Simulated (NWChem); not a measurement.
CH$_{3}$AlCl$_{2}$; SMILES [CH3][Al]([Cl])[Cl]

```xyz
7

Al     0.3500    -0.0008     0.0065
Cl    -0.7559    -1.7862    -0.0052
Cl    -0.7635     1.7801    -0.0050
C      2.2824     0.0104     0.0055
H      2.6789     0.8262     0.6300
H      2.6558     0.1758    -1.0193
H      2.6977    -0.9446     0.3613
```
Atoms are numbered in this order, from 1.

Computed with NWChem. Pople sets run with spherical d functions. Coordinates come from a PBE0/def2-SVP optimisation. GIAO values for the isolated, static molecule; σ is the absolute isotropic shielding, δ = σ(reference) − σ with the isolated reference molecule computed at the same levels (13C: tetramethylsilane, 1H: tetramethylsilane).

For level KT2/pcSseg-1:

* **σ Al1 (ppm)**: 368.3
* **σ Cl2 (ppm)**: 851.9
* **σ Cl3 (ppm)**: 854.6
* **δ H5 (rotor mean) (ppm)**: 0.01

Question: What are these values for level B3LYP/6-31G*?

Answer: 
- σ Al1 (ppm): 426.3
- σ Cl2 (ppm): 899.3
- σ Cl3 (ppm): 902.1
- δ H5 (rotor mean) (ppm): -0.20
